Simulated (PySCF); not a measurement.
Match the calculated data to a structure.

All candidates are C8H12OS.

| technique | computed result |
| --- | --- |
| 1H NMR | chemical shifts (computed TMS as zero) by class: 5.02 (1 H), 5.01 (1 H), 3.36 (1 H), 3.33 (1 H), 3.14 (1 H), 2.97 (1 H), 2.50 (1 H), 2.37 (1 H), 2.17 (1 H), 1.94 (3 H) ppm [GIAO PBE0/pcSseg-1] |
| NMR, other nuclei | isotropic shieldings of nuclei other than C and H, by class: -324 (1 O), 569 (1 S) ppm [GIAO PBE0/pcSseg-1] |
| Rotational structure | rotational constants A, B, C: 1.976, 0.794, 0.747 GHz [GFN2-xTB] |
| Dipole | 1.65 D [PBE0/pcSseg-1] |
| 13C NMR | chemical shifts (computed TMS as zero) by class: 218.3 (1 C), 152.4 (1 C), 119.2 (1 C), 50.3 (1 C), 44.3 (1 C), 37.9 (1 C), 37.0 (1 C), 24.6 (1 C) ppm [GIAO PBE0/pcSseg-1] |

The electronic properties come from PySCF, for the isolated species, density fitting. Levels stand in brackets. The structure is a single GFN2-xTB conformer in the gas phase; no vibrational or solvent corrections. NMR values are class means; diastereotopic atoms form classes of their own.

Question: Which candidate is it?
A. `C=CC[C@@H]1C=C[S@](=O)CC1`
B. `CO[C@@]12C=C[C@@H](CC1)[C@@H]2S`
C. `C=C(C)C[C@H]1CSCC1=O`

Answer: C. It is `C=C(C)C[C@H]1CSCC1=O`. Numbering: `[CH2:1]=[C:2]([CH3:3])[CH2:4][C@H:5]1[CH2:6][S:7][CH2:8][C:9]1=[O:10]`. Its formula, C8H12OS, gives 3 degrees of unsaturation: 1 ring and 2 π bonds in the structure found. 8 carbons fall into 8 classes; from least to most shielded: ketone carbonyl carbon [C9] (218.3 ppm), fully substituted alkene carbon [C2] (152.4 ppm), terminal =CH2 carbon [C1] (119.2 ppm), sp3 carbon next to a carbonyl [C5] (50.3 ppm), allylic carbon [C4] (44.3 ppm), ring sp3 carbon bound to sulfur [C8] (37.9 ppm), ring sp3 carbon bound to sulfur [C6] (37.0 ppm), allylic carbon [C3] (24.6 ppm). Hydrogen classes from least to most shielded: 1 H on a terminal =CH2 carbon, C1 (5.02 ppm), 1 H on a terminal =CH2 carbon, C1 (5.01 ppm), 1 H on an sp3 carbon bound to sulfur, C6 (3.36 ppm), 1 H on an sp3 carbon bound to sulfur, C8 (3.33 ppm), 1 H on an sp3 carbon bound to sulfur, C8 (3.14 ppm), 1 H on an allylic carbon, C4 (2.97 ppm), 1 H on an sp3 carbon next to a carbonyl, C5 (2.50 ppm), 1 H on an sp3 carbon bound to sulfur, C6 (2.37 ppm), 1 H on an allylic carbon, C4 (2.17 ppm), 3 H on an allylic carbon, C3 (1.94 ppm, a mean of values up to 1.1 ppm apart in this geometry). The other shieldings belong to: -324 ppm, ketone oxygen [O10]; 569 ppm, sulfide sulfur [S7]. The optimised geometry has point group C1 and is an asymmetric top.

The others, at the same levels:
- `C=CC[C@@H]1C=C[S@](=O)CC1` fails: its computed 13C shifts are 148.4 (1 C), 145.7 (1 C), 141.6 (1 C), 125.0 (1 C), 53.0 (1 C), 46.5 (1 C), 38.5 (1 C), 27.5 (1 C) ppm, 1H shifts are 6.46 (1 H), 6.45 (1 H), 6.12 (1 H), 5.58 (1 H), 5.49 (1 H), 3.01 (1 H), 2.66 (1 H), 2.41 (1 H), 2.36 (1 H), 2.06 (1 H), 1.96 (1 H), 1.70 (1 H) ppm and rotational constant A is 2.465 GHz (against 1.976 GHz).
- `CO[C@@]12C=C[C@@H](CC1)[C@@H]2S` fails: its computed 13C shifts are 142.6 (1 C), 139.3 (1 C), 95.3 (1 C), 70.1 (1 C), 56.3 (1 C), 51.4 (1 C), 29.7 (1 C), 27.9 (1 C) ppm, 1H shifts are 6.58 (1 H), 6.32 (1 H), 3.66 (3 H), 2.53 (1 H), 2.49 (1 H), 2.13 (1 H), 2.06 (1 H), 1.76 (1 H), 1.54 (1 H), 1.19 (1 H) ppm and rotational constant A is 1.479 GHz (against 1.976 GHz).
